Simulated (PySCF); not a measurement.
# Nitrogen: a sound run and one with changed settings

Sound run: N⁺ [He] 2s2 2p2, N²⁺ [He] 2s2 2p1. Computed with PySCF 2.14 in cc-pVTZ-DK, with the spin-free X2C one-electron Hamiltonian (Gaussian nucleus). The sound run starts from symmetry-adapted Hartree-Fock orbitals and uses a fine grid where one is needed.

Changed run: radial step 0.8 in ln r (0.13 in the sound run). This setting is unsound on purpose.

```json
{"species": "N⁺", "method": "UHF", "sound run (hartree)": "-53.91964", "changed run (hartree)": "-53.91964", "converged": "yes"}
{"species": "N⁺", "method": "LDA", "sound run (hartree)": "-53.60982", "changed run (hartree)": "-53.62949", "converged": "yes"}
{"species": "N⁺", "method": "PBE", "sound run (hartree)": "-54.01988", "changed run (hartree)": "-54.03204", "converged": "yes"}
{"species": "N²⁺", "method": "UHF", "sound run (hartree)": "-52.84711", "changed run (hartree)": "-52.84711", "converged": "yes"}
{"species": "N²⁺", "method": "LDA", "sound run (hartree)": "-52.50600", "changed run (hartree)": "-52.52469", "converged": "yes"}
{"species": "N²⁺", "method": "PBE", "sound run (hartree)": "-52.92167", "changed run (hartree)": "-52.93195", "converged": "yes"}
```

Ionisation energy of N⁺:

```
method  sound run (eV)  changed run (eV)
   UHF          29.185            29.185
   LDA          30.036            30.063
   PBE          29.884            29.935
```

A coarse radial grid mis-integrates the density and the exchange-correlation energy, with errors of either sign; Hartree-Fock needs no grid.

For comparison, NIST gives 29.601 eV between the lowest levels.
